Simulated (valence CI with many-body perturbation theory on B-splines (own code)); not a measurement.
**Level structure of Sb⁴⁶⁺**

Calculated by configuration interaction combined with many-body perturbation theory (CI+MBPT): three valence electrons over a frozen Dirac-Fock core [He], radial functions for each j: 11 s, 11 p, 10 d, 8 f, 5 g, 2 h, with the one-electron correlation potential Σ1, the two-electron term Σ2, the three-electron term Σ3, Breit, model QED; selected CI, second order for the rest, scaled by the run's own slope (own B-spline code, finite nucleus).

The last digits are not significant, and no measured levels were compared; by estimate large intervals hold to a few tenths of a per cent, small ones and those within an open d or f shell to about a per cent.

Levels 46 to 90 of 179, with energies above the lowest level, (2s^2 2p1/2) J=1/2. "Leading %" is the weight of the configuration and term that name the level; weights of strongly mixed levels are sums over their largest components and can fall short. In the jj column 3d3/2^4 stands for four electrons in 3d with j = 3/2. Lifetimes count E1, E2, E3, M1 and M2 decay at the calculated energies, and are blank where another channel may lead or the interval is too uncertain; long ones can be off by a factor of two.

| No. | Configuration | Term | J | E (Ry) | Leading % | Lifetime | Second component | Leading jj |
| --- | --- | --- | --- | --- | --- | --- | --- | --- |
| 46 | 2s 2p 3s | 2P° | 1/2 | 367.98 | 92 | 14.1 fs | 7 % 2s 2p 3s 4P° | 2s 2p3/2 3s (98 %) |
| 47 | 2s 2p 3s | 2P° | 3/2 | 368.23 | 84 | 29.2 fs | 13 % 2s 2p 3s 4P° | 2s 2p3/2 3s (96 %) |
| 48 | 2p2 3d | 2D | 3/2 | 368.73 | 38 | 16.4 fs | 35 % 2p2 3d 4F | 2p1/2^2 3d3/2 (97 %) |
| 49 | 2p2 3d | 2D | 5/2 | 371.09 | 31 | 3.40 fs | 20 % 2p2 3d 4D | 2p1/2^2 3d5/2 (97 %) |
| 50 | 2s 2p 3p | 2P | 1/2 | 371.82 | 56 | 14.8 fs | 21 % 2s 2p 3p 2S | 2s 2p3/2 3p1/2 (96 %) |
| 51 | 2s 2p 3p | 2D | 3/2 | 371.91 | 61 | 13.6 fs | 26 % 2s 2p 3p 2P | 2s 2p3/2 3p1/2 (93 %) |
| 52 | 2s 2p 3p | 4D | 7/2 | 372.55 | 100 | 2.71 ps |  | 2s 2p3/2 3p3/2 (100 %) |
| 53 | 2s 2p 3p | 2P | 3/2 | 372.84 | 44 | 15.9 fs | 33 % 2s 2p 3p 4S | 2s 2p3/2 3p3/2 (91 %) |
| 54 | 2s 2p 3p | 4P | 5/2 | 373.75 | 44 | 11.1 fs | 43 % 2s 2p 3p 2D | 2s 2p3/2 3p3/2 (92 %) |
| 55 | 2s 2p 3p | 2S | 1/2 | 373.78 | 43 | 7.20 fs | 26 % 2s 2p 3p 2P | 2s 2p3/2 3p3/2 (84 %) |
| 56 | 2p2 3s | 4P | 3/2 | 375.67 | 83 | 34.9 fs | 8 % 2p2 3s 2P | 2p1/2 2p3/2 3s (92 %) |
| 57 | 2s 2p 3d | 4D° | 5/2 | 375.99 | 46 | 2.63 fs | 21 % 2s 2p 3d 4F° | 2s 2p3/2 3d3/2 (97 %) |
| 58 | 2s 2p 3d | 4P° | 3/2 | 376.17 | 42 | 2.26 fs | 40 % 2s 2p 3d 4D° | 2s 2p3/2 3d3/2 (94 %) |
| 59 | 2s 2p 3d | 4P° | 1/2 | 376.28 | 79 | 2.44 fs | 12 % 2s 2p 3d 4D° | 2s 2p3/2 3d3/2 (92 %) |
| 60 | 2s 2p 3d | 4F° | 7/2 | 376.32 | 47 | 3.29 fs | 35 % 2s 2p 3d 4D° | 2s 2p3/2 3d3/2 (80 %) |
| 61 | 2p2 3s | 2D | 5/2 | 376.47 | 37 | 52.0 fs | 25 % 2s 2p 3p 2D | 2p1/2 2p3/2 3s (58 %) |
| 62 | 2p2 3s | 2P | 1/2 | 376.66 | 55 | 12.7 fs | 28 % 2p2 3s 4P | 2p1/2 2p3/2 3s (82 %) |
| 63 | 2s 2p 3d | 4F° | 9/2 | 376.86 | 100 | 107 ps |  | 2s 2p3/2 3d5/2 (100 %) |
| 64 | 2p2 3s | 2D | 3/2 | 376.96 | 50 | 20.8 fs | 26 % 2p2 3s 2P | 2p1/2 2p3/2 3s (80 %) |
| 65 | 2s 2p 3p | 2D | 5/2 | 377.92 | 51 | 16.4 fs | 19 % 2p2 3s 2D | 2s 2p3/2 3p3/2 (64 %) |
| 66 | 2s 2p 3d | 2D° | 5/2 | 378.09 | 45 | 3.60 fs | 32 % 2s 2p 3d 4P° | 2s 2p3/2 3d5/2 (99 %) |
| 67 | 2s 2p 3d | 2D° | 3/2 | 378.37 | 42 | 4.00 fs | 28 % 2s 2p 3d 4P° | 2s 2p3/2 3d5/2 (83 %) |
| 68 | 2s 2p 3p | 2S | 1/2 | 378.49 | 63 | 265 fs | 21 % 2s 2p 3p 2P | 2s 2p3/2 3p3/2 (97 %) |
| 69 | 2s 2p 3p | 2P | 3/2 | 378.55 | 48 | 15.3 fs | 21 % 2s 2p 3p 2D | 2s 2p3/2 3p3/2 (78 %) |
| 70 | 2p2 3p | 4P° | 1/2 | 378.67 | 41 | 17.3 fs | 27 % 2p2 3p 4D° | 2p1/2 2p3/2 3p1/2 (91 %) |
| 71 | 2s 2p 3d | 2F° | 7/2 | 378.81 | 70 | 2.05 fs | 29 % 2s 2p 3d 4D° | 2s 2p3/2 3d5/2 (80 %) |
| 72 | 2p2 3p | 4D° | 3/2 | 379.02 | 51 | 13.1 fs | 20 % 2p2 3p 2D° | 2p1/2 2p3/2 3p1/2 (91 %) |
| 73 | 2p2 3p | 2F° | 5/2 | 379.54 | 40 | 4.28 fs | 25 % 2p2 3p 2D° | 2p1/2 2p3/2 3p1/2 (84 %) |
| 74 | 2s 2p 3d | 2P° | 1/2 | 379.64 | 77 | 2.61 fs | 16 % 2s 2p 3d 4D° | 2s 2p3/2 3d5/2 (93 %) |
| 75 | 2s 2p 3d | 2F° | 5/2 | 381.02 | 58 | 4.80 fs | 10 % 2s 2p 3d 4F° | 2s 2p3/2 3d3/2 (83 %) |
| 76 | 2s 2p 3d | 2D° | 3/2 | 381.03 | 64 | 2.53 fs | 23 % 2s 2p 3d 2P° | 2s 2p3/2 3d3/2 (83 %) |
| 77 | 2s 2p 3d | 2P° | 1/2 | 381.36 | 87 | 3.13 fs | 11 % 2s 2p 3d 4D° | 2s 2p3/2 3d3/2 (95 %) |
| 78 | 2p2 3p | 2P° | 3/2 | 381.59 | 39 | 8.04 fs | 26 % 2p2 3p 2D° | 2p1/2 2p3/2 3p1/2 (95 %) |
| 79 | 2s 2p 3d | 2F° | 7/2 | 381.90 | 78 | 7.79 fs | 10 % 2s 2p 3d 4D° | 2s 2p3/2 3d5/2 (96 %) |
| 80 | 2s 2p 3d | 2D° | 5/2 | 382.74 | 66 | 2.04 fs | 24 % 2s 2p 3d 2F° | 2s 2p3/2 3d5/2 (96 %) |
| 81 | 2s 2p 3d | 2P° | 3/2 | 382.93 | 79 | 2.95 fs | 7 % 2s 2p 3d 4D° | 2s 2p3/2 3d5/2 (96 %) |
| 82 | 2p2 3p | 4D° | 5/2 | 384.71 | 52 | 10.1 fs | 34 % 2p2 3p 4P° | 2p1/2 2p3/2 3p3/2 (99 %) |
| 83 | 2p2 3p | 4P° | 1/2 | 385.00 | 34 | 9.76 fs | 33 % 2p2 3p 2P° | 2p1/2 2p3/2 3p3/2 (98 %) |
| 84 | 2p2 3p | 2D° | 3/2 | 385.38 | 51 | 9.47 fs | 26 % 2p2 3p 4P° | 2p1/2 2p3/2 3p3/2 (98 %) |
| 85 | 2p2 3p | 2F° | 7/2 | 385.84 | 59 | 11.6 fs | 38 % 2p2 3p 4D° | 2p1/2 2p3/2 3p3/2 (97 %) |
| 86 | 2p2 3p | 2P° | 3/2 | 386.50 | 39 | 9.45 fs | 28 % 2p2 3p 4S° | 2p1/2 2p3/2 3p3/2 (99 %) |
| 87 | 2p2 3p | 2D° | 5/2 | 387.11 | 59 | 9.62 fs | 19 % 2p2 3p 2F° | 2p1/2 2p3/2 3p3/2 (97 %) |
| 88 | 2p2 3d | 4F | 3/2 | 387.51 | 43 | 10.3 fs | 29 % 2p2 3d 2P | 2p1/2 2p3/2 3d3/2 (99 %) |
| 89 | 2p2 3d | 4F | 5/2 | 387.61 | 54 | 27.9 fs | 39 % 2p2 3d 2F | 2p1/2 2p3/2 3d3/2 (98 %) |
| 90 | 2p2 3d | 4D | 1/2 | 387.76 | 80 | 19.8 fs | 14 % 2p2 3d 2P | 2p1/2 2p3/2 3d3/2 (100 %) |
